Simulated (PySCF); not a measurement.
## Electrostatic potential from atomic charges

Species: `C(#CC)[C@@H]1C(=CC[SiH2][SiH2]1)Cl`. Coordinates (GFN2-xTB, Å) and charges (e) from the PBE0/pcSseg-1 density (PySCF):

| atom | x | y | z | Mulliken | IAO | Hirshfeld | ESP-fitted |
| --- | --- | --- | --- | --- | --- | --- | --- |
| C1 | 2.976 | 1.267 | -1.328 | -0.1849 | -0.4347 | -0.0966 | -0.5565 |
| C2 | 2.075 | 0.396 | -0.603 | -0.3851 | -0.0610 | -0.0490 | +0.1505 |
| C3 | 1.335 | -0.333 | -0.003 | +0.1735 | -0.0793 | -0.0616 | -0.2836 |
| C4 | 0.438 | -1.201 | 0.728 | -0.4863 | -0.3749 | -0.1008 | +0.0110 |
| Si5 | -0.444 | -0.184 | 2.128 | +0.4011 | +0.4605 | +0.2478 | +0.1444 |
| Si6 | -1.953 | 1.047 | 0.884 | +0.3591 | +0.4554 | +0.2474 | +0.3434 |
| C7 | -1.582 | 0.395 | -0.885 | -0.4620 | -0.5243 | -0.1537 | -0.3866 |
| C8 | -1.501 | -1.093 | -0.875 | -0.0340 | -0.1654 | -0.0605 | -0.0129 |
| C9 | -0.610 | -1.781 | -0.165 | -0.1966 | -0.0190 | +0.0134 | -0.1607 |
| Cl10 | -0.663 | -3.526 | -0.204 | -0.0869 | -0.0530 | -0.0449 | -0.0910 |
| H11 | 3.919 | 1.356 | -0.791 | +0.1487 | +0.1726 | +0.0607 | +0.1811 |
| H12 | 2.537 | 2.259 | -1.434 | +0.1434 | +0.1680 | +0.0586 | +0.1846 |
| H13 | 3.173 | 0.861 | -2.321 | +0.1491 | +0.1714 | +0.0601 | +0.1919 |
| H14 | 1.028 | -2.009 | 1.167 | +0.1762 | +0.1877 | +0.0502 | +0.1565 |
| H15 | 0.612 | 0.536 | 2.849 | -0.0394 | -0.0944 | -0.0732 | -0.0485 |
| H16 | -1.012 | -1.169 | 3.058 | -0.0359 | -0.0974 | -0.0740 | -0.0514 |
| H17 | -1.783 | 2.506 | 0.882 | -0.0539 | -0.1032 | -0.0770 | -0.1000 |
| H18 | -3.368 | 0.789 | 1.186 | -0.0409 | -0.0990 | -0.0758 | -0.0881 |
| H19 | -0.625 | 0.815 | -1.201 | +0.1911 | +0.1670 | +0.0350 | +0.1467 |
| H20 | -2.334 | 0.717 | -1.603 | +0.1546 | +0.1593 | +0.0482 | +0.1476 |
| H21 | -2.226 | -1.631 | -1.469 | +0.1090 | +0.1638 | +0.0461 | +0.1215 |

Points outside the species (Å): A (4.2, -0.7, -4.5); B (3.0, 2.3, 6.9); C (5.4, 3.4, -3.0).

Find the potential V = 14.3996 V·Å × Σ q/r of each set of charges at these points.

In volts:

| point | nearest atom | distance (Å) | Mulliken | IAO | Hirshfeld | ESP-fitted |
| --- | --- | --- | --- | --- | --- | --- |
| A | H13 | 2.87 | -0.030 | -0.041 | +0.043 | +0.091 |
| B | H15 | 5.02 | +0.118 | +0.071 | +0.015 | +0.006 |
| C | H11 | 3.35 | +0.313 | +0.153 | +0.145 | +0.189 |

How far are the other sets from the ESP-fitted one at these points?

Root-mean-square difference: Hirshfeld 0.038 V, IAO 0.087 V, Mulliken 0.119 V. The ESP scheme fits charges at the nuclei, held to the total charge, to the electrostatic potential on points at 1.4 to 2.0 times the van der Waals radii.

What energy would a point charge of +2 e have at C in the field of the ESP charges, leaving out polarisation?

+0.379 eV = +36.5 kJ/mol, a repulsion.

Geometry: GFN2-xTB, one conformer, isolated molecule. GFN2-xTB frequencies show an imaginary mode (34i cm⁻¹), so this geometry is no minimum at that level.
